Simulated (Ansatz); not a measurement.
Ansatz (a quantum-chemistry and plane-wave program) input (B3LYP-D3(BJ)/def2-TZVP):

Ansatz 0.2 input:
```yaml
crystal:
  periodic: [false, false, false]
  atoms:
    - {symbol: C, position_ang: [-0.21969479, -1.67845678, -1.51842476]}
    - {symbol: Sn, position_ang: [-0.03212666, -0.12333723, -0.10473126]}
    - {symbol: C, position_ang: [-0.11529313, 1.81378234, -1.13145340]}
    - {symbol: C, position_ang: [-1.62664772, -0.29787869, 1.38126188]}
    - {symbol: C, position_ang: [1.92074164, -0.25238917, 0.90093275]}
    - {symbol: H, position_ang: [-0.86302933, -2.52572807, -1.36712621]}
    - {symbol: H, position_ang: [0.32908820, -1.68834689, -2.44238508]}
    - {symbol: H, position_ang: [0.05716057, 2.61817634, -0.42628358]}
    - {symbol: H, position_ang: [-1.08564212, 1.95659417, -1.59104191]}
    - {symbol: H, position_ang: [0.64317842, 1.86156270, -1.90340220]}
    - {symbol: H, position_ang: [-2.59792209, -0.22632308, 0.90654124]}
    - {symbol: H, position_ang: [-1.56318485, -1.25114917, 1.89244274]}
    - {symbol: H, position_ang: [-1.54505704, 0.49263737, 2.11810303]}
    - {symbol: H, position_ang: [2.01431023, -1.19848157, 1.41976462]}
    - {symbol: H, position_ang: [2.72186765, -0.17216167, 0.17647436]}
    - {symbol: H, position_ang: [2.01740763, 0.55227625, 1.61981620]}
basis:
  gaussian:
    orbitals: def2-TZVP
hamiltonian:
  xc: b3lyp
  dispersion: d3bj
magnetization: {spin_polarized: true, initial_magnetization: 1}
relax: {f_tol: 0.002, max_steps: 150}
```

Output:

```
Functional definition: B3LYP
integrals: 0.19 GiB planned
1636 factors; their error is unknown
0.30 GiB of the device are held for the grids
1.52 GiB of device memory are held for the factors and their scratch space
mean field: 1.65 GiB planned
mean field evaluation 1: about -10139.9791 eV, gradient 6.9e1 eV
mean field evaluation 2: about -10128.5142 eV, gradient 7.8e1 eV
mean field evaluation 4: about -10161.2655 eV, gradient 4.0e0 eV
mean field evaluation 8: about -10161.3321 eV, gradient 6.3e-2 eV
mean field evaluation 16: about -10161.3626 eV, gradient 1.5e-4 eV
mean field -10161.36255493 eV, -373.4231862747 hartree, gradient 3.0e-5 eV, S^2 0.754456; 0 other end points of the search recorded, 0 dependent functions left out
the calculation of the forces begins
reference -10161.36289342 eV, -373.4231987139 hartree; 29, 28 occupied and 211, 212 virtual orbitals, 1636 factors
relax step   1: F+E_penalty+E_count = -10161.95552100 eV  Δ(F+E_penalty+E_count) = +0.000e0 eV  max|allowed force component| = 4.524e-1 eV/Å  Δτ_max = 0.0000 Å  (32 SCF iters, accepted)
these checks for a lower state are left out or cut short: starts, cluster_reference, orbital_swaps, neighbouring_geometries, increment
integrals: 0.19 GiB planned
1636 factors; their error is unknown
0.30 GiB of the device are held for the grids
1.52 GiB of device memory are held for the factors and their scratch space
mean field: 1.65 GiB planned
mean field -10161.37956034 eV, -373.4238112122 hartree, gradient 1.9e-5 eV, S^2 0.754460; 0 other end points of the search recorded, 0 dependent functions left out
the calculation of the forces begins
reference -10161.37989780 eV, -373.4238236135 hartree; 29, 28 occupied and 211, 212 virtual orbitals, 1636 factors
relax step   2: F+E_penalty+E_count = -10161.98063959 eV  Δ(F+E_penalty+E_count) = -2.512e-2 eV  max|allowed force component| = 9.441e-2 eV/Å  Δτ_max = 0.0530 Å  (34 SCF iters, accepted)
these checks for a lower state are left out or cut short: starts, cluster_reference, orbital_swaps, neighbouring_geometries, increment
integrals: 0.19 GiB planned
1636 factors; their error is unknown
0.30 GiB of the device are held for the grids
1.52 GiB of device memory are held for the factors and their scratch space
mean field: 1.66 GiB planned
mean field evaluation 32: about -10161.3863 eV, gradient 1.9e-5 eV
mean field -10161.38629327 eV, -373.4240586427 hartree, gradient 1.9e-5 eV, S^2 0.754486; 0 other end points of the search recorded, 0 dependent functions left out
the calculation of the forces begins
reference -10161.38663146 eV, -373.4240710709 hartree; 29, 28 occupied and 211, 212 virtual orbitals, 1636 factors
relax step   3: F+E_penalty+E_count = -10161.98472584 eV  Δ(F+E_penalty+E_count) = -4.086e-3 eV  max|allowed force component| = 4.865e-2 eV/Å  Δτ_max = 0.0275 Å  (34 SCF iters, accepted)
these checks for a lower state are left out or cut short: starts, cluster_reference, orbital_swaps, neighbouring_geometries, increment
integrals: 0.19 GiB planned
1636 factors; their error is unknown
0.30 GiB of the device are held for the grids
1.52 GiB of device memory are held for the factors and their scratch space
mean field: 1.65 GiB planned
mean field -10161.38729536 eV, -373.4240954690 hartree, gradient 1.9e-5 eV, S^2 0.754487; 0 other end points of the search recorded, 0 dependent functions left out
the calculation of the forces begins
reference -10161.38763390 eV, -373.4241079099 hartree; 29, 28 occupied and 211, 212 virtual orbitals, 1636 factors
relax step   4: F+E_penalty+E_count = -10161.98529640 eV  Δ(F+E_penalty+E_count) = -5.706e-4 eV  max|allowed force component| = 5.715e-3 eV/Å  Δτ_max = 0.0139 Å  (34 SCF iters, accepted)
these checks for a lower state are left out or cut short: starts, cluster_reference, orbital_swaps, neighbouring_geometries, increment
integrals: 0.19 GiB planned
1636 factors; their error is unknown
0.30 GiB of the device are held for the grids
1.52 GiB of device memory are held for the factors and their scratch space
mean field: 1.65 GiB planned
mean field -10161.38733856 eV, -373.4240970564 hartree, gradient 1.9e-5 eV, S^2 0.754488; 0 other end points of the search recorded, 0 dependent functions left out
the calculation of the forces begins
reference -10161.38767713 eV, -373.4241094987 hartree; 29, 28 occupied and 211, 212 virtual orbitals, 1636 factors
relax step   5: F+E_penalty+E_count = -10161.98530744 eV  Δ(F+E_penalty+E_count) = -1.104e-5 eV  max|allowed force component| = 1.043e-3 eV/Å  Δτ_max = 0.0032 Å  (26 SCF iters, accepted)
these checks for a lower state are left out or cut short: starts, cluster_reference, orbital_swaps, neighbouring_geometries, increment
integrals: 0.19 GiB planned
1636 factors; their error is unknown
0.30 GiB of the device are held for the grids
1.52 GiB of device memory are held for the factors and their scratch space
mean field: 1.65 GiB planned
mean field -10161.38736212 eV, -373.4240979223 hartree, gradient 2.3e-5 eV, S^2 0.754488; 0 other end points of the search recorded, 0 dependent functions left out
the calculation of the forces begins
reference -10161.38770074 eV, -373.4241103663 hartree; 29, 28 occupied and 211, 212 virtual orbitals, 1636 factors
relax step   6: F+E_penalty+E_count = -10161.98531442 eV  Δ(F+E_penalty+E_count) = -6.977e-6 eV  max|allowed force component| = 2.893e-3 eV/Å  Δτ_max = 0.0048 Å  (26 SCF iters, accepted)
these checks for a lower state are left out or cut short: starts, cluster_reference, orbital_swaps, neighbouring_geometries, increment
integrals: 0.19 GiB planned
1636 factors; their error is unknown
0.30 GiB of the device are held for the grids
1.52 GiB of device memory are held for the factors and their scratch space
mean field: 1.65 GiB planned
mean field -10161.38736268 eV, -373.4240979426 hartree, gradient 2.4e-5 eV, S^2 0.754487; 0 other end points of the search recorded, 0 dependent functions left out
the calculation of the forces begins
reference -10161.38770132 eV, -373.4241103877 hartree; 29, 28 occupied and 211, 212 virtual orbitals, 1636 factors
relax step   7: F+E_penalty+E_count = -10161.98531775 eV  Δ(F+E_penalty+E_count) = -3.335e-6 eV  max|allowed force component| = 2.541e-3 eV/Å  Δτ_max = 0.0035 Å  (25 SCF iters, accepted)
these checks for a lower state are left out or cut short: starts, cluster_reference, orbital_swaps, neighbouring_geometries, increment
integrals: 0.19 GiB planned
1636 factors; their error is unknown
0.30 GiB of the device are held for the grids
1.52 GiB of device memory are held for the factors and their scratch space
mean field: 1.65 GiB planned
mean field evaluation 64: about -10161.3874 eV, gradient 1.4e-5 eV
mean field -10161.38735520 eV, -373.4240976679 hartree, gradient 1.4e-5 eV, S^2 0.754487; 0 other end points of the search recorded, 0 dependent functions left out
the calculation of the forces begins
reference -10161.38769388 eV, -373.4241101141 hartree; 29, 28 occupied and 211, 212 virtual orbitals, 1636 factors
relax step   8: F+E_penalty+E_count = -10161.98532013 eV  Δ(F+E_penalty+E_count) = -2.372e-6 eV  max|allowed force component| = 9.523e-4 eV/Å  Δτ_max = 0.0037 Å  (26 SCF iters, accepted)
integrals: 0.19 GiB planned
1636 factors; their error is unknown
0.30 GiB of the device are held for the grids
1.52 GiB of device memory are held for the factors and their scratch space
mean field: 1.65 GiB planned
mean field -10161.38735520 eV, -373.4240976679 hartree, gradient 2.8e-5 eV, S^2 0.754487; 1 other end points of the search recorded, 0 dependent functions left out
the calculation of the forces begins
reference -10161.38769388 eV, -373.4241101141 hartree; 29, 28 occupied and 211, 212 virtual orbitals, 1636 factors
Total energy: -10161.98565880 eV, -373.4460849198 hartree
Atom 0 at    -0.216505    -1.674773    -1.512949 Å, force    -0.000061    -0.000169    -0.000118 eV/Å
Atom 1 at    -0.014240    -0.104127    -0.091556 Å, force    -0.000428    -0.000092     0.000029 eV/Å
Atom 2 at    -0.125863     1.801155    -1.113353 Å, force     0.000231     0.000011    -0.000255 eV/Å
Atom 3 at    -1.603319    -0.283660     1.363693 Å, force    -0.000894    -0.000127     0.000952 eV/Å
Atom 4 at     1.907697    -0.252199     0.899462 Å, force    -0.000460     0.000118    -0.000497 eV/Å
Atom 5 at    -0.859955    -2.532500    -1.347759 Å, force     0.000306     0.000099    -0.000277 eV/Å
Atom 6 at     0.320885    -1.686638    -2.455452 Å, force    -0.000224     0.000125     0.000174 eV/Å
Atom 7 at     0.016034     2.614131    -0.401596 Å, force    -0.000044    -0.000219    -0.000258 eV/Å
Atom 8 at    -1.098030     1.914133    -1.591517 Å, force     0.000318     0.000035     0.000163 eV/Å
Atom 9 at     0.650778     1.861097    -1.875355 Å, force    -0.000221    -0.000064     0.000283 eV/Å
Atom 10 at    -2.572311    -0.190488     0.874379 Å, force     0.000637     0.000000     0.000234 eV/Å
Atom 11 at    -1.550028    -1.253776     1.857215 Å, force     0.000184     0.000597    -0.000428 eV/Å
Atom 12 at    -1.512786     0.498401     2.117112 Å, force     0.000250    -0.000392    -0.000615 eV/Å
Atom 13 at     1.982701    -1.200570     1.429961 Å, force     0.000258     0.000325     0.000129 eV/Å
Atom 14 at     2.710687    -0.193704     0.165509 Å, force    -0.000015     0.000041     0.000376 eV/Å
Atom 15 at     2.019413     0.564296     1.612695 Å, force     0.000164    -0.000289     0.000108 eV/Å
Dipole moment:     0.005652     0.036420     0.034073 e Å
```

It need not be the lowest isomer of its formula.
